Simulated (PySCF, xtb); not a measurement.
SnCl3, SMILES [Cl][Sn-]([Cl])[Cl], charge -1.

GFN2-xTB (xtb) at its own geometry gives an orbital gap of 6.17 eV.

Geometry: B3LYP-D3(BJ)/def2-SVPD. The isomer is the one that the SMILES or the coordinates give; other isomers of the formula were not compared. The def2 effective core potentials stand for the cores of Sn; spin–orbit coupling is left out.

Problem. What does PBE/def2-TZVPD run with PySCF give? (Estimate from the structure and the level; the computed values follow.)

Solution. gap 4.21 eV (levels -2.01 and 2.20 eV).
